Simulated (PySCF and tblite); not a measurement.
The numbers below are computed, except where a source is named.
2 diastereomers of C6H14OSSi, numbered alike:

| isomer | SMILES | descriptors (one enantiomer) |
| --- | --- | --- |
| A | [CH3:1][O:2][C@@H:3]1[CH2:4][SiH2:5][C@H:6]([S:7][CH3:8])[CH2:9]1 | 3S, 6R |
| B | [CH3:1][O:2][C@H:3]1[CH2:4][SiH2:5][C@H:6]([S:7][CH3:8])[CH2:9]1 | 3R, 6R |

Protocol: conformer search, at most 6 conformers an isomer, GFN2-xTB geometries, energies PBE0/def2-SVP (D3(BJ) added where defined), weights at 298.15 K with GFN2-xTB thermal terms. Programs: PySCF with density fitting and tblite.

Question: Rank the isomers by free energy at 298.15 K.

Answer: 
| isomer | ΔG (kcal/mol) | ΔE, lowest conformer | conformers | largest weight % | rms dipole (D) |
| --- | --- | --- | --- | --- | --- |
| B | 0.0 | 0.0 | 6 | 41 | 2.15 |
| A | 1.3 | 1.2 | 6 | 57 | 2.09 |

ΔG is for one enantiomer.

Question: If they could interconvert freely, what would the mixture hold (chiral isomers as racemates)?

Answer: B 90 %, A 10 %. A racemate gains RT ln 2.

The conformer set may be incomplete (the search or the number kept was capped).
